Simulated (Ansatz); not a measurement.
A structure drawn as `C[SiH](C)O[SiH](C)C`, with this starting geometry:

Cartesian coordinates in Å:
```
C -0.232 1.385 1.965
Si 0.048 1.435 0.155
C 1.049 2.929 -0.277
O 0.677 0.085 -0.456
Si 0.385 -1.543 -0.791
C -0.097 -2.478 0.773
C -0.949 -1.699 -2.075
H -0.733 2.242 2.382
H -0.841 0.502 2.297
H 0.750 1.228 2.533
H -1.276 1.573 -0.461
H 2.011 2.931 0.185
H 1.169 3.004 -1.341
H 0.554 3.853 0.118
H 1.636 -2.146 -1.311
H 0.678 -2.395 1.562
H -1.039 -2.085 1.209
H -0.237 -3.533 0.565
H -1.871 -1.270 -1.743
H -0.598 -1.224 -2.972
H -1.085 -2.794 -2.317
```

Total charge 0; spin multiplicity 1.

(1) Does it keep its bonds when Ansatz relaxes it at PBE-D4/def2-SVP and then PBE0-D4/def2-TZVP?

(2) Give the relaxed structure. (Best estimate.)

Atoms count as bonded under 1.1 times the sum of their covalent radii (H–H under 0.85 Å, pairs among N, O and F under 1.55 Å), and a drawn bond as lost past 1.3 times.

## Answers

(1) Yes, every drawn bond is still there and no new one forms.

(2) The calculation gave: 
Z-matrix (Å, degrees):
```
C
Si 1 1.864
H 1 1.093 2 111.1
H 1 1.094 2 110.8 3 -119.9
H 1 1.093 2 110.8 3 120.2
O 2 1.640 1 109.9 3 -60.0
C 2 1.860 1 111.5 3 179.9
H 2 1.495 1 108.8 3 59.0
Si 6 1.640 2 144.1 1 80.7
H 7 1.093 2 110.7 1 60.1
H 7 1.093 2 110.9 1 -59.9
H 7 1.092 2 110.9 1 -180.0
C 9 1.866 6 110.3 2 -48.4
C 9 1.863 6 109.9 2 74.2
H 9 1.489 6 106.7 2 -167.1
H 13 1.093 9 111.1 6 -57.0
H 13 1.094 9 110.7 6 -176.9
H 13 1.094 9 111.1 6 63.4
H 14 1.093 9 110.9 6 57.6
H 14 1.094 9 110.8 6 177.5
H 14 1.094 9 111.0 6 -62.5
```
No frequency check was run.
